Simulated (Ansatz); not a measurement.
LaF3, relaxed as a singlet with RKS PBE0-D4/def2-TZVP in Ansatz, starting from the GFN2-xTB geometry. Force threshold 0.02 eV/Å.

In the def2 sets La takes a core potential; there is no spin–orbit coupling.

Start:

```csv
atom,x (Å),y (Å),z (Å)
La1,0.0121,-0.0185,-0.0112
F2,1.3217,1.2533,-0.7543
F3,0.2909,-0.7809,1.7875
F4,-1.6247,-0.4539,-1.0220
```

**Question.** Estimate the energy that the relaxation releases and the steps that it takes.

**Answer.** 28.3 kcal/mol, in 5 steps; 5.5 s on 4 threads of Arm Neoverse V2 on a shared host. No frequencies were taken in this run, so the end may be a saddle point.

**Question.** Does the start keep its bonding and symmetry?

**Answer.** By distances, no bond broke or formed. The bond that changes most is La1–F2, from 1.97 to 2.14 Å (atoms count from 1). Point group D3h at the start, C3v at the end, both within 0.05 Å.

**Question.** Predict the relaxed structure.

**Answer.** 
```tsv
atom	x (Å)	y (Å)	z (Å)
La1	0.1783	-0.2834	-0.1545
F2	1.3430	1.4142	-0.7507
F3	0.2523	-0.7386	1.9386
F4	-1.7736	-0.3922	-1.0333
```
Bond lengths: 3 × F–La 2.14 Å.
